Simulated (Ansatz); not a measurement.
Mn3. Total charge 0; multiplicity 12. Geometry relaxed at PBE0-D4/def2-TZVP.

```xyz
3

Mn   -0.7597    0.2479    1.2134
Mn   -0.1353    0.8941   -1.1373
Mn    0.8951   -1.1421   -0.0761
```

The charge 0 multiplicity 12 is spin-contaminated (final ⟨S²⟩ up to 37.74, 35.75 for a pure state). The relaxation made no stability test and no search for a lower SCF solution. The geometry of the multiplicity 12 was relaxed on an unsound state (⟨S²⟩ 37.74, where a pure state has 35.75). At PBE0-D4/def2-TZVP a octet of charge 0 lies 1.03 eV below the multiplicity 12, each at its own geometry. That octet is doubtful there (⟨S²⟩ 20.09, where a pure state has 15.75). The structure comes from a short search, and lower isomers may exist.

Q: Estimate the harmonic wavenumbers at UKS PBE0-D4/def2-TZVP (Ansatz, unscaled). Is this a minimum?

A: 202, 202, 278 cm⁻¹. Yes, no mode is imaginary beyond noise. Zero-point energy 4.1 kJ/mol. Run time 28 s (4 threads of AMD EPYC 9B14 on a shared host), peak host memory 0.6 GiB.
